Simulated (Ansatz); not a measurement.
**How basis sets differ on CuF (fluorocopper)**

CuF has 2 atoms, charge 0, and is taken as a singlet. SMILES: `[F][Cu]`. Geometry: relaxed at PBE0-D4/def2-TZVP.

```csv
atom,x (Å),y (Å),z (Å)
F,0.7510,-0.2689,0.3771
Cu,-0.7510,0.2689,-0.3771
```

Each level gives the HOMO–LUMO gap (eV). The values are calculated.

```tsv
level	kind	program	value (eV)	CPU time
B97M-V/x2c-SV(P)all (sfX2C)	meta-GGA	Ansatz	2.14	3.4 s
B97M-V/x2c-SVPall (sfX2C)	meta-GGA	Ansatz	2.17	3.7 s
B97M-V/x2c-TZVPall (sfX2C)	meta-GGA	Ansatz	2.03	4.9 s
B97M-V/x2c-TZVPPall (sfX2C)	meta-GGA	Ansatz	2.05	5.5 s
B97M-V/x2c-QZVPall (sfX2C)	meta-GGA	Ansatz	2.04	9.1 s
```

The values span 2.03 to 2.17 eV. Orbital gaps aren't excitation energies. CPU times are rough (shared hosts, several kinds of processor): they show what a rung costs within a factor of a few.
